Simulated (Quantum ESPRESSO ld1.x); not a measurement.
W3+, 71 electrons, occupied as [Xe] 4f14 5d2.75 6p0.25 (fractional occupations, a model configuration). Calculated with ld1.x of Quantum ESPRESSO 7.5: Dirac Kohn-Sham, PBEsol, spin-unpolarised, spherical densities, point nucleus; open shells are shared between the two j in proportion to 2j + 1.

X-ray form factor f0, the Fourier transform of the density (f0(0) = 71):

sin(theta)/lambda (1/angstrom),f0 (electrons)
0.05,70.323
0.1,68.440
0.15,65.701
0.2,62.473
0.25,59.045
0.3,55.615
0.4,49.193
0.5,43.627
0.6,38.891
0.8,31.306
1,25.601
1.25,20.635
1.5,17.504
2,13.865
